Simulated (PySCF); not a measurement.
CH7NOSi2, SMILES C1N[SiH2]O[SiH2]1. Coordinates come from a TPSSh-D3(BJ)/def2-SVP optimisation. The structure was generated by enumeration, and PubChem lists no compound with its InChIKey, so it may never have been made. The values are those of a single conformer.

These are PySCF with TPSSh-D3(BJ)/def2-SVP values and carry that method's errors.

Harmonic wavenumbers (cm⁻¹): 85, 124, 313, 408, 472, 547, 633, 661, 700, 704, 714, 769, 835, 857, 963, 976, 997, 1039, 1089, 1171, 1204, 1360, 1487, 2231, 2257, 2263, 2270, 2972, 3033, 3580. Rotational constants (GHz): 5.065, 3.198, 2.093; symmetry number 1.

### Question
Work out the zero-point energy and the ideal-gas rigid-rotor harmonic-oscillator thermochemistry at 298.15 K and 1 atm.

### Answer
ZPE = ½ Σ hcν = ½ × 36713 cm⁻¹ = 219.59 kJ/mol. H − E(el) = 239.08 kJ/mol. Entropy in J/(mol K): translation 166.82, rotation 111.52, vibration 55.10, total 333.44. G − E(el) = 139.67 kJ/mol. Cp = 109.01 J/(mol K). Modes under 150 cm⁻¹ make the vibrational entropy uncertain.
